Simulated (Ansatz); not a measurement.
Molecule: NS, net charge 0, doublet state. 
Structure (B3LYP-D3(BJ)/def2-TZVP (Ansatz, a first-principles code) minimum search):
```xyz
2

N      0.0000     0.0000    -1.0378
S      0.0000     0.0000     0.4540
```
Charge 0, spin multiplicity 2.

Atomisation energy built up term by term with Ansatz (kcal/mol; UHF references for open shells; valence terms freeze the core; atomic spin-orbit terms are left out). CBS(X,Y): correlation extrapolated as X^-3; Hartree-Fock from the larger set (for Q and 5 zeta extrapolated as (X+1)exp(-9√X)).

The UHF reference is spin-contaminated (<S^2> 0.24 over the pure value in the largest basis). The T1 diagnostic of CCSD in the largest basis is 0.063, which is high, so the coupled-cluster rows are less sure than usual.

```json
[
 {"term": "Hartree-Fock", "basis": "CBS(cc-pV(Q+d)Z,cc-pV(5+d)Z)", "kcal/mol": "(withheld)"},
 {"term": "CCSD correlation", "basis": "CBS(cc-pV(Q+d)Z,cc-pV(5+d)Z)", "kcal/mol": "76.82"},
 {"term": "(T)", "basis": "CBS(cc-pV(Q+d)Z,cc-pV(5+d)Z)", "kcal/mol": "(withheld)"},
 {"term": "CCSDT - CCSD(T)", "basis": "cc-pV(D+d)Z", "kcal/mol": "0.26"},
 {"term": "(Q)", "basis": "cc-pV(D+d)Z", "kcal/mol": "0.93"},
 {"term": "core correlation", "basis": "cc-pwCVTZ", "kcal/mol": "0.70"},
 {"term": "scalar relativity (X2C)", "basis": "cc-pVTZ-DK against cc-pVTZ", "kcal/mol": "-0.23"},
 {"term": "sum: De", "basis": "", "kcal/mol": "(withheld)"}
]
```

### Question
What belongs in the gaps?

### Answer

- Hartree-Fock, kcal/mol: 26.13
- (T), kcal/mol: 10.08
- sum: De, kcal/mol: 114.7
